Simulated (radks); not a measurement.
Values are calculated unless marked as measured or tabulated.
Problem. Radial electron density D(r) = 4 pi r^2 rho(r) of an atom or ion with 20 electrons. Level of theory: Dirac Kohn-Sham, PW91, spin-unpolarised, spherical densities, finite nucleus; Fermi nuclear charge, rms radius of each element as measured or else 0.836 A^(1/3) + 0.57 fm (a radial shooting solver on a logarithmic mesh with Libxc functionals).

| r (bohr) | D(r) (e/bohr) |
|---|---|
| 0.002422 | 2.890 |
| 0.002731 | 3.555 |
| 0.003104 | 4.420 |
| 0.0035 | 5.401 |
| 0.003946 | 6.575 |
| 0.004449 | 7.969 |
| 0.005016 | 9.612 |
| 0.005701 | 11.67 |
| 0.006428 | 13.91 |
| 0.007247 | 16.46 |
| 0.008171 | 19.32 |
| 0.009287 | 22.71 |
| 0.01047 | 26.15 |
| 0.01181 | 29.78 |
| 0.01331 | 33.49 |
| 0.01501 | 37.15 |
| 0.01706 | 40.78 |
| 0.01923 | 43.74 |
| 0.02169 | 46.04 |
| 0.02445 | 47.51 |
| 0.02779 | 48.02 |
| 0.03133 | 47.51 |
| 0.03533 | 46.16 |
| 0.03983 | 44.28 |
| 0.04491 | 42.32 |
| 0.05104 | 40.79 |
| 0.05755 | 40.45 |
| 0.06489 | 41.59 |
| 0.07316 | 44.27 |
| 0.08315 | 48.40 |
| 0.09375 | 52.59 |
| 0.1057 | 55.85 |
| 0.1192 | 56.98 |
| 0.1344 | 55.10 |
| 0.1527 | 49.68 |
| 0.1722 | 42.29 |
| 0.1942 | 34.37 |
| 0.2189 | 27.86 |
| 0.2488 | 24.09 |
| 0.2805 | 23.86 |
| 0.3163 | 25.73 |
| 0.3566 | 27.75 |
| 0.4021 | 27.98 |
| 0.457 | 25.18 |
| 0.5152 | 20.09 |
| 0.5809 | 14.01 |
| 0.655 | 8.437 |
| 0.7444 | 4.126 |
| 0.8394 | 1.767 |
| 0.9464 | 0.6277 |
| 1.067 | 0.1807 |
| 1.203 | 0.04078 |
| 1.367 | 0.006213 |
| 1.542 | 0.0007889 |

What is the nuclear charge?

Solution. Z = 38. The innermost maximum, from 1s, lies near gamma/Z bohr with gamma = sqrt(1 - (Z/c)^2) = 0.961, here 0.0253 bohr (found: 0.0276), and its height grows with Z. The density is that of the strontium ion Sr18+ in [Ar] 3d2; the configuration itself is not fixed sharply by these data, and Z only to a few units. D(r) has 3 maxima, at r = 0.0276, 0.118, 0.383 bohr, and minima at 0.0557, 0.265 bohr, inside which lie 2.06, 10.67 electrons.
